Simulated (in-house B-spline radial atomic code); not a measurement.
## LDA VWN5 excitations of Tl⁺

Method: LDA VWN5. Computed with an all-electron radial atomic-structure program (B-spline basis): linear response of the closed shell [Xe] 4f14 5d10 6s2 with the functional's adiabatic kernel; scalar-relativistic (spin-free one-electron X2C), finite nucleus, no spin-orbit coupling, no double excitations, S, P, D and F terms only; shells from n = 4 respond. Only terms of natural parity with L up to 3 were computed.

Spin-orbit coupling is strong here, so these LS terms don't match observed levels.

Command:
```bash
python run_td.py task.json out
```
Settings (radii: box in bohr, nucleus in fm):
```
Z                        81
electrons                80
configuration            [Xe] 4f14 5d10 6s2
hamiltonian              x2c
method                   lda,vwn
box_radius               41.61
rms_radius               5.4759
intervals                74
```

Time taken, with all properties: 5.5 s on 1 thread of Arm Neoverse N1, with other jobs on the host.

The lowest states, in the order of their Tamm-Dancoff energies; the method's threshold (minus the highest occupied level) is 16.649 eV. Labels give the largest channel, * marks a mixed state, and oscillator strengths are full-response dipole values. Measured ¹D terms are left out, since they can mix with doubly excited terms. Semilocal kernels can invert the small singlet-triplet splittings of Rydberg terms. Energies in eV:

```json
{"state": "6s → 6p 3P", "full response": "7.530", "Tamm-Dancoff": "7.573", "oscillator strength": "-", "measured (J-weighted term)": "7.098"}
{"state": "6s → 6p 1P", "full response": "9.288", "Tamm-Dancoff": "9.568", "oscillator strength": "1.3", "measured (J-weighted term)": "9.381"}
{"state": "6s → 7s 3S", "full response": "12.891", "Tamm-Dancoff": "12.893", "oscillator strength": "-", "measured (J-weighted term)": "13.047"}
{"state": "6s → 7s 1S", "full response": "13.077", "Tamm-Dancoff": "13.095", "oscillator strength": "-", "measured (J-weighted term)": "13.390"}
{"state": "5d → 6p 3P", "full response": "14.133", "Tamm-Dancoff": "14.153", "oscillator strength": "-", "measured (J-weighted term)": "-"}
{"state": "6s → 6d 1D", "full response": "14.194", "Tamm-Dancoff": "14.199", "oscillator strength": "-", "measured (J-weighted term)": "-"}
{"state": "6s → 6d 3D", "full response": "14.228", "Tamm-Dancoff": "14.231", "oscillator strength": "-", "measured (J-weighted term)": "14.452"}
{"state": "5d → 6p 3F", "full response": "14.269", "Tamm-Dancoff": "14.278", "oscillator strength": "-", "measured (J-weighted term)": "-"}
{"state": "6s → 7p 1P", "full response": "?", "Tamm-Dancoff": "?", "oscillator strength": "?", "measured (J-weighted term)": "-"}
{"state": "6s → 7p 3P", "full response": "14.458", "Tamm-Dancoff": "14.458", "oscillator strength": "-", "measured (J-weighted term)": "14.992"}
{"state": "5d → 6p 1F", "full response": "14.568", "Tamm-Dancoff": "14.571", "oscillator strength": "-", "measured (J-weighted term)": "-"}
{"state": "6s → 8s 3S", "full response": "15.149", "Tamm-Dancoff": "15.150", "oscillator strength": "-", "measured (J-weighted term)": "-"}
{"state": "6s → 8s 1S", "full response": "?", "Tamm-Dancoff": "?", "oscillator strength": "-", "measured (J-weighted term)": "-"}
```

**Question.** Where does 6s → 8s 1S lie?

**Answer.** At 15.191 eV in full response, 15.194 eV in Tamm-Dancoff.

**Question.** Where does 6s → 7p 1P lie?

**Answer.** At 14.422 eV in full response, 14.429 eV in Tamm-Dancoff, oscillator strength 0.0329.

**Question.** How large is the singlet-triplet splitting of 6s → 6p (P terms) in Tamm-Dancoff?

**Answer.** 1.99 eV, from the unrounded values.

**Question.** What polarisabilities and dispersion coefficient does the method give?

**Answer.** Dipole 19.46 bohr³, quadrupole 89.89 bohr⁵, C6 156.9 hartree·bohr⁶ for two such species.
